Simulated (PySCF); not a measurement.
Where the electron goes

Species: C5H7FO2.
Geometry (PBE0-D3(BJ)/def2-SVP, Å), atoms numbered from 1 in this order:
```
atom  x, y, z in Å
C1     3.800    0.787    0.231
C2     2.708    0.079   -0.036
O3     1.465    0.621    0.167
C4     0.380   -0.138   -0.101
O5     0.436   -1.264   -0.514
C6    -0.884    0.614    0.189
C7    -2.114   -0.211   -0.114
F8    -3.236    0.521    0.178
H9     3.741    1.808    0.614
H10    4.781    0.342    0.064
H11    2.698   -0.944   -0.419
H12   -0.875    0.925    1.247
H13   -0.884    1.548   -0.396
H14   -2.137   -0.499   -1.177
H15   -2.119   -1.136    0.485
```

Method: PySCF, TDDFT CAM-B3LYP/def2-SVPD, vertical, gas phase, core orbitals frozen in the response.

Frontier orbitals with the atoms that hold most of them (Löwdin shares over 4%, at most four atoms; ? is withheld):

```tsv
orbital	ε (eV)	atoms
HOMO-3	-11.62	F8 40%, C7 20%, C6 18%, O3 6%
HOMO-2	-11.28	F8 34%, C7 26%, H14 12%, H15 12%
HOMO-1	-10.22	O5 65%, C6 9%, C4 9%, O3 8%
HOMO	-8.95	?
LUMO	?	?
LUMO+1	1.14	C4 20%, C6 12%, C7 12%, C2 10%
LUMO+2	1.71	C2 24%, C1 17%, O3 13%, O5 11%
```

Problem. Give the leading atoms of the HOMO.

Solution. C1 (bonded to C and 2 H) 37%; C2 (bonded to C, O and H) 28%; O3 (bonded to 2 C) 19%; O5 (bonded to C) 4%. By element: carbon 65% or more, oxygen 23%.

Problem. Give the leading atoms of the LUMO.

Solution. C4 (bonded to C and 2 O) 26%; O5 (bonded to C) 19%; C1 (bonded to C and 2 H) 16%; C2 (bonded to C, O and H) 13%. By element: carbon 56% or more, oxygen 19% or more.

Problem. What is the LUMO energy, and the HOMO–LUMO gap?

Solution. ε(LUMO) = 0.35 eV; the gap is 9.31 eV (0.3420 hartree).

Problem. The HOMO–LUMO gap is 9.31 eV. Where does the response calculation put the lowest singlet, and from which orbitals?

Solution. S1 is at 5.89 eV (f = 0.0006), 3.42 eV below the gap, made of HOMO-1→LUMO (81%), HOMO-1→LUMO+2 (15%). Its leading pair isn't HOMO and LUMO; the energies of that pair differ by 10.57 eV. Without the coupling terms of the response equations the lowest excitation would equal the gap.

Problem. Give energy, strength and leading configuration of S1 and S2, and follow the Löwdin shares of the leading atoms from the occupied to the empty orbital.

Solution. 
- S1 (5.89 eV, f 0.0006), HOMO-1→LUMO (81%): O5 65% → 19%, C6 9% → at most 14%, C4 9% → 26%
- S2 (6.51 eV, f 0.442), HOMO→LUMO (97%): C1 37% → 16%, C2 28% → 13%, C4 at most 5% → 26%, O5 4% → 19%

Löwdin shares depend on the basis, the more so with diffuse functions.

One conformer stands for the species.
